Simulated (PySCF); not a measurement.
Gas-phase reaction: Ga2H6 + 6 F ⇌ Ga2F6 + 3 H2

Computed with PySCF and rigid-rotor harmonic-oscillator thermochemistry at 1 bar. † marks an energy on the PBE0/def2-TZVP geometry and frequencies; other levels use their own. MP2 and CCSD(T) freeze the core. 6-31G* has spherical d functions here. Open shells (unrestricted): F (multiplicity 2); the rest are closed-shell singlets. Spin-orbit splitting is ignored; it lowers the true energy and changes the entropy of F. B3LYP is the form with VWN-RPA correlation. Ga: all electrons, no relativistic terms. Ga2H6, Ga2F6: computed as isolated molecules; such fragments, hydroxides, amides, oligomers or adducts are transient or little studied in the gas. MP2 isn't extrapolated to the basis-set limit. CCSD(T) isn't extrapolated to the basis-set limit.

```csv
level,"ΔH°(298 K), kJ"
B3LYP/6-31G*,___
CCSD(T)/def2-SVP†,-2478
HF/6-31G*,-1811
HF/def2-TZVP†,-1833
MP2/def2-SVP†,-2660
PBE0/def2-TZVP,___
LDA/def2-TZVP†,___
ωB97M-V/def2-TZVP†,___
```

**Question.** What belongs in the gaps?

**Answer.** 
- B3LYP/6-31G*, ΔH°(298 K), kJ: -2581
- PBE0/def2-TZVP, ΔH°(298 K), kJ: -2481
- LDA/def2-TZVP†, ΔH°(298 K), kJ: -2974
- ωB97M-V/def2-TZVP†, ΔH°(298 K), kJ: -2558
